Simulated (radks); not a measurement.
Ag V, configuration [Kr] 4d7. All-electron calculation, scalar-relativistic Kohn-Sham, PBEsol, spin-polarised, spherical densities, point nucleus; open shells are filled with parallel spins first (spin-orbit coupling, left out, can overturn this in heavy ions). Program: a radial shooting solver on a logarithmic mesh with Libxc functionals. Some entries of the table are withheld. Estimate them.

orbital  occ.  eigenvalue (eV)  <1/r> (bohr^-1)  r(max) (bohr)
1s up       1        -25374.29            49.41        0.02017
1s down     1        -25374.29            49.41        0.02017
2s up       1        -3786.376            11.22         0.1140
2s down     1        -3785.715            11.23         0.1140
2p up       3        -3402.828            10.84        0.09116
2p down     3        -3402.320            10.84        0.09115
3s up       1        -741.2069            3.943         0.3327
3s down     1        -740.8356            3.943         0.3328
3p up       3        -615.3077            3.757         0.3259
3p down     3        -614.8900            3.757         0.3259
3d up       5        -416.7572            3.531         0.2736
3d down     5        -416.1414            3.531         0.2737
4s up       1        -152.2394              (1)         0.8196
4s down     1        -149.6913              (2)         0.8181
4p up       3        -115.1326            1.388         0.8707
4p down     3        -112.5181            1.390         0.8691
4d up       5         -61.0117            1.104            (3)
4d down     2         -58.4391            1.100            (4)

Answer. 
(1) 4s up <1/r> (bohr^-1): 1.531
(2) 4s down <1/r> (bohr^-1): 1.534
(3) 4d up r(max) (bohr): 0.9969
(4) 4d down r(max) (bohr): 0.9958
